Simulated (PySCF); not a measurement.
Species: C3H8Si.
Bonds: C1–Si2, Si2–C3, C3–C4, Si2–C4. Hydrogens: H5, H6, H7 on C1; H8 on Si2; H9, H10 on C3; H11, H12 on C4.

Computed with PySCF, PBE0-D3(BJ)/def2-SVP geometry optimisation, gas phase.

(1) What internal coordinates does the optimisation give?

Answers

(1) 
```json
{"bond": "C1–Si2", "length (Å)": "1.869"}
{"bond": "Si2–C3, Si2–C4", "length (Å)": "1.859"}
{"bond": "C3–C4", "length (Å)": "1.544"}
{"bond": "C1–H5, C1–H6, C1–H7", "length (Å)": "1.101"}
{"bond": "Si2–H8", "length (Å)": "1.487"}
{"bond": "C3–H9, C4–H11", "length (Å)": "1.096"}
{"bond": "C3–H10, C4–H12", "length (Å)": "1.096"}
```

Bonds in one row agree within 0.01 Å and their mean is given. A selection of angles:
```json
{"angle": "Si2–C1–H5", "degrees": "111.4"}
{"angle": "Si2–C1–H6", "degrees": "109.7"}
{"angle": "H5–C1–H6", "degrees": "108.2"}
{"angle": "C1–Si2–C3", "degrees": "120.4"}
{"angle": "C1–Si2–H8", "degrees": "115.6"}
{"angle": "C3–Si2–C4", "degrees": "49.1"}
{"angle": "C3–Si2–H8", "degrees": "117.5"}
{"angle": "Si2–C3–C4", "degrees": "65.5"}
{"angle": "Si2–C3–H9", "degrees": "119.6"}
{"angle": "Si2–C3–H10", "degrees": "119.4"}
{"angle": "C4–C3–H9", "degrees": "116.3"}
{"angle": "C4–C3–H10", "degrees": "116.4"}
{"angle": "H9–C3–H10", "degrees": "112.1"}
{"angle": "C3–C4–H11", "degrees": "116.6"}
```

Dihedral angles: C1–Si2–C3–C4 -105° (anticlinal); C1–Si2–C4–C3 106° (anticlinal). The mirror-image conformer, all signs reversed, is as good.

The 3-membered ring Si2–C3–C4 has internal angles of 49.1° to 65.5°. Si2 (SiH silicon) has angles from 49.1° to 120.4°.

Point group: near Cs, missed by 0.08 Å at most; the miss may be what the optimiser left on a soft mode. Stationary, but not proved a minimum.
